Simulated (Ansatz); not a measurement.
`BCC(C)F` + `C=CN[SiH2]Cl` → `BN(C=C)[SiH2]Cl` + `CC(C)F`  (ligand exchange at a B–C bond)

Program: Ansatz. Geometries: PBE0-D4/def2-TZVP. ΔE: electronic, gas phase. CBS: MP2 limit from def2 TZ/QZ plus the TZ coupled-cluster correction, frozen cores. Functionals use def2-TZVPP. HSE06 is defined as in plane-wave codes. Each species was taken in one conformer, which may not be the lowest.

```tsv
level	ΔE (kJ/mol)
LDA (SPW92)	-126.3
r2SCAN0-D4	-121.7
PBE-QIDH	-124.0
revPBE	-111.8
r2SCAN	-120.1
HSE06	-117.7
CCSD(T)/def2-TZVPP	-129.6
HF/CBS(def2)	-114.4
```

What does CCSD(T)/CBS give? (An estimate is asked.)

The calculation gave: -127.9 kJ/mol. The listed levels differ from it by 1.6, 6.2, 3.9, 16.1, 7.8, 10.2, -1.7, 13.5 kJ/mol.

Largest T1 diagnostic among the species: 0.012.

In def2-TZVPP, CCSD(T) changes the Hartree–Fock value by −15.1 kJ/mol (the triples alone add −3.3 kJ/mol) and MP2 by −16.9 kJ/mol. The D4 term adds −7.2 kJ/mol with B3LYP and −3.8 kJ/mol with PBE0; it sums over pairs of atoms, weighted by their polarisabilities, and B3LYP, whose exchange is more repulsive, gets the larger term. Leaving LDA and LC-ωPBE aside and taking each functional with its dispersion term where it has one, the values, not all of them listed here, spread over 6.3 kJ/mol, from BLYP-D4 to B97M-V. LDA lies −9.1 kJ/mol from PBE without D4.

CCSD(T)/CBS has its own doubt, a few kJ/mol and more with outer-core shells, so smaller differences from it don't rank the levels.

B3LYP here is the variant with VWN-RPA as its local correlation; programs differ in this.
